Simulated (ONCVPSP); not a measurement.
**hafnium: one change to an ONCV potential, before and after**

- Element: Hf (Z = 72)
- Generator: ONCVPSP 4.0.1
- Type: optimised norm-conserving Vanderbilt (ONCV)
- Functional: PBE
- Relativity: scalar-relativistic
- Frozen core: [Kr] 4d10 4f14
- Valence charge: 12
- Reference configuration: 5s2 5p6 5d2 6s2
- Partial waves: 5s+6s: rc 1.45 bohr, ncon 3, nbas 7, qcut 7.1 1/bohr, 3 projectors, debl 1.8 Ha; 5p: rc 1.40 bohr, ncon 3, nbas 7, qcut 6.1 1/bohr, 2 projectors, debl 1.8 Ha; 5d: rc 3.20 bohr, ncon 3, nbas 8, qcut 6 1/bohr, 2 projectors, debl 0.8 Ha
- Local potential: polynomial inside 0.95 bohr (lpopt 5, dvloc0 0 Ha)
- Core correction: none

Change: p: rc 1.18.

Cutoffs: the cutoffs (Ha) at which the residual kinetic energy of the hardest occupied pseudo-wave falls to 1 and 0.1 mHa per electron; they do not see the model core or the augmentation charge, which bear on the density cutoff. Errors are all-electron minus pseudo energies relative to the spin-unpolarised reference configuration.

Question: How do hardness, ghosts and transferability respond?

Answer: The potential gets harder (21 Ha and 85 Ha → 89 Ha and 149 Ha); the errors of the 3 common tests hardly move; neither file shows a bound ghost. A smaller radius makes the pseudo-wave follow the all-electron one further in, where it bends more sharply, so more plane waves are needed.

```csv
quantity,base,changed
"cutoff, loose",21 Ha,89 Ha
"cutoff, tight",85 Ha,149 Ha
loose cutoff by channel,"s 21 Ha, p 21 Ha, d 9.4 Ha","s 21 Ha, p 89 Ha, d 9.4 Ha"
bound ghosts,none,none
GHOST(+) flags under 300 eV,"s at 24.8 eV, d at 153.8 eV, p at 176.3 eV","s at 24.8 eV, d at 153.8 eV, p at 211.5 eV"
tests with a reliable result,3 of 4,3 of 4
"error for 5s2 5p6 5d2 6s1, meV [ΔE 7.98 eV]",+0.8,+0.9
"error for 5s2 5p6 5d2 6s0, meV [ΔE 22.16 eV]",+16,+16
"error for 5s2 5p6 5d1 6s2, meV [ΔE 6.50 eV]",+8.7,+9.0
s: phases at 1.47 bohr within 0.05 rad from the reference energy up to (Ha; the scan ends near 5),to the end of the scan,to the end of the scan
d: phases at 3.24 bohr within 0.05 rad from the reference energy up to (Ha; the scan ends near 5),3.0,3.0
```
